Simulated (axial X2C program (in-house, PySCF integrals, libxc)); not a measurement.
How long does VC⁻ take?

A bond scan computed with an axial X2C code built on PySCF integrals. Basis: V dyall-acv3z [11s11p7d4f2g], C dyall-av3z [8s7p3d2f] (cores contracted in-house).

The run was started with this input:
```json
{
 "zs": [
  23,
  6
 ],
 "q": -1,
 "bas": [
  "dyall-acv3z",
  "dyall-av3z"
 ],
 "levels": [
  "PBE0",
  "HF",
  "LDA"
 ],
 "cc": true,
 "r0": 1.79,
 "thr": -2.0,
 "nmax": 90,
 "npts": 10,
 "nst": 2,
 "ntry": 6
}
```
```bash
python so2c.py task.json out
```

Keys: zs atomic numbers; q charge; bas basis sets; levels methods; cc coupled cluster on or off; r0 starting distance in Å; thr threshold in hartree for freezing inner shells (an s shell follows its p shell); nmax most natural virtual spinors; npts points on the curve; nst determinants followed; ntry starts of the search. HF also brings MP2.

Hardware: 1 thread of AMD EPYC 7B13 (Zen 3), with other jobs on the host.

Wall time of one point of each curve, integrals apart:

| Hamiltonian | level | points | seconds a point |
| --- | --- | --- | --- |
| spin-free | PBE0 | 7 | 1.4 |
| spin-free | HF | 7 | 0.71 |
| spin-free | CCSD(T) (10 electrons, 90 virtuals) | 7 | 5.5 |
| spin-free | LDA | 7 | 0.79 |
| 2c | PBE0 | 7 | 1.8 |
| 2c | HF | 7 | 1.1 |
| 2c | CCSD(T) (10 electrons, 90 virtuals) | 7 | 5.7 |
| 2c | LDA | 7 | 0.86 |

The rest:

Search with its distance optimisation 44 s, atoms 25 s, whole task 210 s. Coupled cluster runs on the points near the minimum only. The program drops outer points, and coupled cluster, when its time limit (not in the input) nears; MP2, further determinants and curves that did not converge are not in the table.
